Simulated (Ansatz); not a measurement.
Geometry optimisation, RKS B3LYP/def2-SVP (Ansatz 0.2.0).

The input (input.yaml):

```yaml
crystal:
  periodic: [false, false, false]
  atoms:
    - { symbol: Si, position_ang: [-0.060007, -1.153137, -0.555873] }
    - { symbol: S, position_ang: [1.862264, -2.02031, -0.09411] }
    - { symbol: "N", position_ang: [0.180665, 0.400956, 0.141689] }
    - { symbol: C, position_ang: [-0.677278, 1.564233, 0.239724] }
    - { symbol: H, position_ang: [1.184624, 0.549198, 0.237086] }
    - { symbol: H, position_ang: [-1.250244, -1.840298, 0.025998] }
    - { symbol: H, position_ang: [-0.14452, -1.248115, -2.045882] }
    - { symbol: H, position_ang: [1.691049, -1.909965, 1.243696] }
    - { symbol: H, position_ang: [-1.737373, 1.26228, 0.230136] }
    - { symbol: H, position_ang: [-0.534582, 2.270707, -0.600055] }
    - { symbol: H, position_ang: [-0.514697, 2.124451, 1.177592] }
basis:
  gaussian: { orbitals: def2-SVP }
hamiltonian:
  xc: b3lyp
relax:
  f_tol: 0.03
  max_steps: 50
```

Command:

```bash
$ ansatz run input.yaml --threads 2 --pin off --max-ram 3072MiB --backend cpu --events-out ev --progress --plain --runs-dir out
```

**Question.** Where does it end, and by what steps?

**Answer.** It converged. After 11 steps the energy has fallen by 0.148 eV; H5 moved furthest, 0.56 Å.

```tsv
step	energy less start (eV)	largest force component (eV/Å)	accepted
0	0.0000	0.530	yes
1	-0.0787	0.539	yes
2	-0.0848	0.567	yes
3	-0.1196	0.238	yes
4	-0.1325	0.333	yes
5	-0.1428	0.060	yes
6	-0.1450	0.045	yes
7	-0.1464	0.110	yes
8	-0.1469	0.092	yes
9	-0.1474	0.045	yes
10	-0.1477	0.031	yes
11	-0.1478	0.020	yes
```

```xyz
11
Properties=species:S:1:pos:R:3
Si 0.083 -1.076 -0.605
S 1.684 -2.360 0.078
N 0.321 0.542 -0.049
C -0.710 1.504 0.301
H 1.247 0.949 -0.154
H -1.264 -1.476 -0.106
H 0.133 -1.304 -2.081
H 1.525 -2.070 1.392
H -1.654 0.979 0.518
H -0.923 2.238 -0.502
H -0.441 2.074 1.209
```

Whether the end is a true minimum wasn't checked by a vibrational analysis.

The run took 19 s on 2 threads of INTEL(R) XEON(R) PLATINUM 8581C CPU @ 2.10GHz (Emerald Rapids), with other jobs on the host, peak memory 0.23 GiB.
